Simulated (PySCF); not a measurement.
## Nd2O2F2 at several levels of theory

Computed with PySCF 2.14.0 (density fitting, no spin-orbit coupling) at the geometry relaxed with PBE0:

```xyz
6
Nd2O2F2 (singlet in the valence; each metal's 4f electrons, 3 of them, lie in its core potential, out of spins and levels)
Nd    0.0000   -0.7297    1.4500
Nd    0.0000    0.7297   -1.4500
O     1.3467    0.0000    0.0000
O    -1.3467    0.0000    0.0000
F     0.0000    0.5001    3.1382
F     0.0000   -0.5001   -3.1382
```

| level | basis | state | HOMO (eV) | gap (eV) | charge on Nd1 (e) | population of f-type functions on Nd1 (polarisation alone where 4f lies in the core) | dipole about the centre of mass (D) | largest force component (eV/Å) |
| --- | --- | --- | --- | --- | --- | --- | --- | --- |
| PBE0 | Nd lcecp-1-SVP with ECP49, O def2-SVP, F def2-SVP | singlet | -7.39 | 5.83 | 1.10 | 0.10 | 0.00 | 0.01 |
| PBE0 | Nd lcecp-1-TZVP with ECP49, O def2-TZVP, F def2-TZVP | singlet | -7.41 | 5.87 | 1.48 | 0.12 | 0.00 | 0.23 |

In the lcecp rows the 4f levels are missing from HOMO and gap, and the state counts the valence alone.

Charges are Mulliken's, which hang on the basis. The relaxation used the grid (50, 194), these runs (75, 302) or, all-electron (x2c bases, spin-free X2C Hamiltonian), (99, 590).

Order these levels, in the first row's basis, by the HOMO–LUMO gap they give here, smallest first.
A. BP86
B. TPSS
C. M06-L
D. PBE

D (3.84 eV), B (4.00 eV), A (4.04 eV), C (4.57 eV).

And their other results?


| level | state | HOMO (eV) | gap (eV) | charge on Nd1 (e) | population of f-type functions on Nd1 (polarisation alone where 4f lies in the core) | dipole about the centre of mass (D) | largest force component (eV/Å) |
| --- | --- | --- | --- | --- | --- | --- | --- |
| M06-L | singlet | -5.85 | 4.57 | 1.19 | 0.09 | 0.00 | 0.46 |
| TPSS | singlet | -5.96 | 4.00 | 1.00 | 0.10 | 0.00 | 0.50 |
| PBE | singlet | -6.01 | 3.84 | 0.91 | 0.10 | 0.00 | 0.41 |
| BP86 | singlet | -6.10 | 4.04 | 0.93 | 0.10 | 0.00 | 0.46 |

In the first row's basis the gap widens with exact exchange: 3.8 to 4.6 eV for PBE, TPSS, BP86, M06-L (none); 5.8 eV for PBE0 (a fixed share).

An lcecp potential fixes the number of 4f electrons, so in runs with it no electron can move into or out of that shell.
